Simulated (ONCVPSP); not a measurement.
## u(r) = r·R(r): atom against pseudo-atom (Dy (Z = 66))

Columns: radius, all-electron u(r) and pseudo u(r) of the 5d shell (level -3.36 eV) of dysprosium in the configuration [Kr] 4d10 4f9 5s2 5p6 5d1 6s1 6p1; PBE, scalar-relativistic, ONCV scheme, ONCVPSP 4.0.1.

```tsv
r (bohr)	all-electron	pseudo
0.143	0.1701	0.0018
0.285	-0.0812	0.0136
0.428	-0.2597	0.0434
0.570	-0.2127	0.0940
0.713	-0.0543	0.1649
0.855	0.1230	0.2492
0.998	0.2816	0.3399
1.140	0.4071	0.4267
1.283	0.5005	0.5030
1.425	0.5647	0.5628
1.568	0.6056	0.6047
1.710	0.6278	0.6290
1.853	0.6362	0.6384
1.995	0.6341	0.6362
2.138	0.6245	0.6259
2.280	0.6097	0.6103
2.423	0.5912	0.5914
2.565	0.5706	0.5706
2.708	0.5484	0.5484
2.850	0.5258	0.5258
2.992	0.5029	0.5029
3.135	0.4801	0.4801
3.278	0.4577	0.4577
3.420	0.4359	0.4359
3.563	0.4145	0.4144
3.705	0.3938	0.3938
```

How many radial nodes do the two functions have?

The all-electron 5d function has n − l − 1 = 2; the pseudo-wave has 0, since the states of the same l below it are removed with the core.

At about which radius was the pseudo-wave matched?

2.85 bohr. The columns agree to 0.0005 from 2.42 bohr on; several derivatives are matched, so the curves merge somewhat inside the radius.

Is the pseudo-wave norm-conserving?

Yes: the ONCV scheme keeps the norm inside the radius equal to the all-electron one, which fixes the energy derivative of the logarithmic derivative at the level.
